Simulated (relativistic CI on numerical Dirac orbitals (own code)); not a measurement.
Hyperfine structure of Zn25+, mass number 67

Calculated at this level of theory: Dirac-Coulomb-Breit CI, orbitals from a KLI potential per configuration, a model potential for QED, unscaled Slater integrals (own radial code, finite nucleus).

Configuration list (outside the closed core 1s2): 2s2 2p, 2s 2p2, 2p3, 2p2 3s, 2p2 3p, 2p2 3d, 2s2 3s, 2s2 3p, 2s2 3d, 2s 2p 3s, 2s 2p 3p, 2s 2p 3d, 2s2 4s, 2s2 4p, 2s2 4d, 2s2 4f. Levels of other configurations are missing.

Nuclear spin I = 5/2, μ = 0.87485 μN, Q = 0.122 b (tables of Stone and Pyykkö). The electronic factors are computed for point nuclear moments, without core polarisation or the Bohr-Weisskopf and QED corrections.

| Level | E (cm⁻¹) | A (GHz) | B (GHz) |
| --- | --- | --- | --- |
| 2s2 2p 2P°_1/2 | 0 | 89.48 |  |
| 2s2 2p 2P°_3/2 | 221731 | 16.93 | 10.6 |
| 2s 2p2 4P_1/2 | 510608 | 190.2 |  |
| 2s 2p2 4P_3/2 | 628533 | 73.05 | 8.59 |
| 2s 2p2 4P_5/2 | 716167 | 77.82 | -7.04 |
| 2s 2p2 2D_3/2 | 969214 | -8.5 | 12.9 |
| 2s 2p2 2D_5/2 | 1035485 | 77.45 | 17.7 |
| 2s 2p2 2P_1/2 | 1077315 | 43.69 |  |

Levels with J = 0, under 50 % of one LS term, or S terms without an open s electron are left out. Small factors come from cancelling terms and can be off by tens of per cent or more.

At this charge energies of transitions that change n are usually good to better than 1 %, and those within a shell (Δn = 0) to a few per cent.

**Question.** Give the hyperfine levels of 2s2 2p 2P°_1/2 relative to its centre of gravity.

**Answer.** With K = F(F + 1) − I(I + 1) − J(J + 1), E = AK/2: F = 2: -156.6, F = 3: 111.8 GHz.

LS names give the leading component of a level, which can be under half, so a name can repeat, a term be missing and a line seem to break the LS rules.
